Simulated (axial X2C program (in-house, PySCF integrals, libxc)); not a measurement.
# Bond lengths and stretching modes, held linear, of ClSnCl⁺

Computed with an axial X2C code built on PySCF integrals: two-component X2C with atomic mean-field Coulomb and Gaunt terms, Gaussian nuclei, basis Cl dyall-av3z, Sn dyall-v3z with contracted cores. Spin-free rows use the one-electron spin-free X2C Hamiltonian.

Masses Cl 34.969, Sn 119.902, Cl 34.969 u. States: 2c Ω = 1/2 (beyond evenly filled blocks: ω = 1/2); spin-free M_S = 1/2, Λ = 0 (beyond evenly filled blocks: σα).

PBE, spin-free: energies above the lowest point

| r(Cl–Sn) (Å) | r(Sn–Cl) (Å) | E (meV) |
| --- | --- | --- |
| 2.2864 | 2.2864 | 86.18 |
| 2.2864 | 2.3450 | 40.57 |
| 2.2864 | 2.4036 | 34.97 |
| 2.3450 | 2.2864 | 40.57 |
| 2.3450 | 2.3450 | 0.35 |
| 2.3450 | 2.4036 | 0.00 |
| 2.3450 | 2.4623 | 28.77 |
| 2.4036 | 2.2864 | 34.97 |
| 2.4036 | 2.3450 | 0.00 |
| 2.4036 | 2.4036 | 4.82 |
| 2.4623 | 2.3450 | 28.77 |
| 2.4623 | 2.4623 | 77.58 |

Task: Fit a quadratic surface with cubic terms in each bond: where is the minimum, and what are the two stretching wavenumbers?

Result: At PBE, spin-free: bonds 2.370 and 2.370 Å; harmonic stretches 302.1 and 327.8 cm⁻¹; force constants 1.64, 1.64 and coupling 0.24 mdyn/Å.

The other levels and Hamiltonians give:

| Hamiltonian | level | r(Cl–Sn) (Å) | r(Sn–Cl) (Å) | lower stretch (cm⁻¹) | upper stretch (cm⁻¹) |
| --- | --- | --- | --- | --- | --- |
| 2c | PBE0 | 2.346 | 2.346 | 316.7 | 329.9 |
| 2c | PBE | 2.371 | 2.371 | 301.7 | 327.0 |
| spin-free | PBE0 | 2.345 | 2.345 | 317.1 | 330.8 |

Each state is one determinant, the lowest of a limited PBE0 search; the stretches come from a fit to these few points and carry an uncertainty of a few per cent. Other orders of the atoms were not compared. Left out for rough or failed fits: HF 2c, MP2 2c, HF spin-free, MP2 spin-free. The molecule was held linear; bending was not examined, so a bent shape may lie lower.
